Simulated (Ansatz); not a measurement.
# A rate constant, worked out

An elementary step of GeNH5, singlet (GeNH₅ ([NH2][GeH3]) → GeNH₃ ([NH][GeH2]) + H₂; Ge–H, N–H broken or loosened, H–H formed or tightened). The start structure is the reactant molecule, and the electronic barrier above it is 3.921 eV by CCSD(T) at an estimated basis limit (MP2 extrapolated from triple and quadruple zeta, plus CCSD(T) − MP2 in triple zeta). Program: Ansatz 0.2.0. Basis: def2-TZVPP and def2-QZVPP. Cores are frozen in the correlated methods. Filled d shells of the heavier atoms are correlated. The def2 sets are not built for correlating such inner shells, so the correlated values are less sure here. Extrapolation: Hartree–Fock as exp(−7.88 √X), correlation as X^−2.97. Harmonic wavenumbers at PBE0-D4/def2-TZVP (Ansatz 0.2.0), in cm⁻¹:

Start: 173, 541, 575, 641, 710, 856, 883, 890, 946, 1585, 2102, 2166, 2171, 3555, 3647.

Saddle: 1688i, 330, 519, 555, 644, 767, 853, 884, 957, 1190, 1768, 1898, 2099, 2149, 3522.

Question: Work out the transition-state-theory rate constant at 700 K from these numbers alone (harmonic vibrations; rotation, path degeneracy and anharmonicity left out), and the Wigner tunnelling factor. Use 1 cm⁻¹ = 1.2398 × 10⁻⁴ eV and k_B = 8.617 × 10⁻⁵ eV/K.

Answer: Zero-point energies, half the sums: start 21441/2 cm⁻¹ = 1.3292 eV; saddle, real modes only, 18135/2 cm⁻¹ = 1.1242 eV.
Barrier with zero-point energy: 3.921 + 1.1242 − 1.3292 = 3.7160 eV.
k_BT = 0.06032 eV, so the barrier is 61.60 k_BT.
Vibrational partition functions from the zero-point level, ln q = −Σ ln(1 − exp(−hν/k_BT)): start 3.321, saddle 2.738.
k = (k_BT/h) exp(ln q‡ − ln q) exp(−E0/k_BT), with log₁₀(k_BT/h in s⁻¹) = 13.16: log₁₀ k = 13.16 + (-0.583 − 61.60)/2.3026 = -13.85, so k ≈ 1 × 10^(-14) s⁻¹.
Wigner factor: 1 + (hν‡/k_BT)²/24 = 1 + (3.47)²/24 = 1.50. A change of 1 kcal/mol (0.043 eV) in the barrier would change k by a factor of 2.1 at this temperature.

The T1 diagnostic stays at or below 0.018. The restricted Hartree–Fock reference is unstable towards an unrestricted one at one or more of these structures.

Labels in which every atom is bracketed show which atoms are joined, not bond orders.

For scale, one of the runs: CCSD(T)/def2-TZVPP, 149 basis functions, launched by `ansatz run in.yaml --threads 2 --pin off --events-out ev --progress --plain --max-ram 4352MiB`. Hardware: 2 CPU threads of an Arm Neoverse V1, shared host. Wall time 24 s; peak host memory 0.95 GiB.
